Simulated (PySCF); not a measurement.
Computed IR spectrum (relative IR intensity) of a molecule C4H8S2. Geometry: PBE0-D3(BJ)/def2-SVP. The values are those of a single conformer. Method: PBE0-D3(BJ)/def2-SVP run with PySCF. Frequencies are harmonic and unscaled.

| ν (cm⁻¹) | relative intensity |
|---|---|
| 209 | 4.8 |
| 322 | 2.7 |
| 343 | 4.9 |
| 663 | 3.9 |
| 697 | 18 |
| 771 | 39 |
| 820 | 2.7 |
| 917 | 10 |
| 936 | 30 |
| 1023 | 6.8 |
| 1167 | 4.1 |
| 1190 | 35 |
| 1226 | 2.6 |
| 1260 | 24 |
| 1301 | 22 |
| 1400 | 19 |
| 1428 | 18 |
| 1433 | 40 |
| 1446 | 19 |
| 3050 | 58 |
| 3055 | 15 |
| 3057 | 100 |
| 3066 | 30 |
| 3121 | 24 |
| 3140 | 27 |

Problem. Identify the compound among the candidates.
(A) SCC1CSC1
(B) SC[C@H]1C[C@H]1S
(C) C[C@H]1S[C@@H](C)S1
(D) C1CSCSC1

Solution. D, C1CSCSC1
